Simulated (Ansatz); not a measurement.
Cost and result up the ladder for the cluster SrO2 (3 atoms). Charge 0, multiplicity 1. Geometry: PBE-D4/def2-TZVP.

| atom | x (Å) | y (Å) | z (Å) |
| --- | --- | --- | --- |
| Sr1 | 0.0000 | 0.0001 | 0.0000 |
| O2 | 1.2377 | 0.1533 | 1.4921 |
| O3 | -1.2377 | -0.1534 | -1.4921 |

Ansatz on 4 threads of Arm Neoverse V1 on a shared host. Times are rough, and most runs start from the orbitals of an earlier one. No level here is sound enough to serve as a yardstick. Binding counts from free atoms at the same level (Sr singlet, O triplet; other spins of the atoms weren't run), without zero-point energy or a counterpoise term.

In the def2 sets Sr takes a core potential; there is no spin–orbit coupling. Correlated methods freeze 2 core orbitals; core or outer-core shells of Sr are correlated, in sets that lack core-valence functions. Another isomer (singlet) lies 1.71 eV lower at PBE0-D4/def2-TZVP; other spin states weren't run for this one.

Correlated methods converge slowly with the basis.

```tsv
level	functions	wall time	binding energy per atom (eV)	remarks
LDA (SPW92)/def2-TZVP	95	0.35 s	2.99	restricted SCF unstable in HF
PBE0-D4/def2-TZVP	95	0.55 s	1.89	restricted SCF unstable in HF
PBE-D4/def2-TZVP (with forces)	95	0.6 s	2.48	restricted SCF unstable in HF
r2SCAN-D4/def2-TZVP	95	1.1 s	2.25	restricted SCF unstable in HF
r2SCANh-D4/def2-TZVP	95	1.2 s	2.03	restricted SCF unstable in HF
CCSD(T)/def2-TZVPP	102	3 s	2.03	flagged by the program, large T1 (0.031), restricted SCF unstable
```
